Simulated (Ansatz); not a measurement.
Molecule: sum formula SiNH₅ (charge 0, singlet). 
Geometry from a B3LYP-D3(BJ)/def2-TZVP (Ansatz, a quantum-chemistry and plane-wave program) optimisation:
SMILES: N[SiH3]
```xyz
7

Si    -0.5698    -0.0218     0.0815
N      1.1270     0.0592    -0.2111
H     -1.1332     1.3310    -0.1334
H     -1.1511    -0.9874    -0.8795
H     -0.9726    -0.4582     1.4471
H      1.6789     0.7924     0.2058
H      1.6667    -0.7871    -0.3025
```
Charge 0, spin multiplicity 1.

Basis-set convergence of Hartree-Fock and CCSD correlation energies (hartree) with Ansatz. Correlated levels leave the core frozen unless marked. No spin-orbit coupling. No relativistic terms.

| basis | functions | E(HF) | E(corr, CCSD) |
|---|---|---|---|
| cc-pV(D+d)Z | 62 | -346.31583 | -0.31700 |
| cc-pV(T+d)Z | 139 | -346.35301 | -0.38302 |
| cc-pV(Q+d)Z | 269 | -346.36184 | -0.40394 |
| cc-pV(5+d)Z | 466 | -346.36377 | -0.41051 |

Extrapolating the two largest sets (X = 4 and 5) as X^-3: E(corr) = (125·(-0.41051) - 64·(-0.40394))/61 = -0.4174 Eh, an estimate of the basis-set limit. The largest set recovers 98.3 % of it, the smallest 75.9 %.
